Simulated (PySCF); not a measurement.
Ge(Me)3(NH2), SMILES [CH3][Ge]([NH2])([CH3])[CH3] (C3H11GeN), GFN2-xTB optimised geometry.

```
16

C      1.17    -0.62     0.00
Ge    -0.84    -0.62     0.00
C     -1.53    -1.48    -1.65
C     -1.53    -1.48     1.64
N     -1.55     1.07     0.00
H      1.55    -1.63     0.00
H      1.55    -0.12     0.88
H      1.55    -0.11    -0.88
H     -2.61    -1.42    -1.67
H     -1.24    -2.53    -1.69
H     -1.14    -0.99    -2.53
H     -2.61    -1.42     1.67
H     -1.25    -2.53     1.68
H     -1.14    -0.99     2.53
H     -1.35     1.63     0.82
H     -1.35     1.63    -0.81
```

Density from PBE0/def2-TZVP (PySCF) at that geometry.

Minimum of the electron density along straight lines between bonded atoms, close to the bond critical point (lines longer than 1.1 times the sum of covalent radii, or with two minima, are not listed):

```
bond    length / Å  ρ at the minimum / e bohr⁻³  ∇²ρ there / e bohr⁻⁵  position (fraction from the first atom)
------  ----------  ---------------------------  --------------------  ---------------------------------------
C1–Ge2       2.002                        0.119                  0.07                                     0.53
Ge2–C3       1.981                        0.123                  0.07                                     0.47
Ge2–C4       1.981                        0.123                  0.07                                     0.47
Ge2–N5       1.837                        0.140                  0.44                                     0.47
C1–H6        1.085                        0.276                 -0.93                                     0.64
C1–H7        1.086                        0.275                 -0.92                                     0.64
C1–H8        1.086                        0.275                 -0.92                                     0.64
C3–H9        1.085                        0.277                 -0.93                                     0.64
C3–H10       1.086                        0.276                 -0.93                                     0.64
C3–H11       1.086                        0.275                 -0.92                                     0.64
C4–H12       1.085                        0.277                 -0.93                                     0.64
C4–H13       1.086                        0.276                 -0.93                                     0.64
C4–H14       1.086                        0.275                 -0.92                                     0.64
N5–H15       1.010                        0.336                 -1.60                                     0.73
N5–H16       1.010                        0.336                 -1.60                                     0.73
```
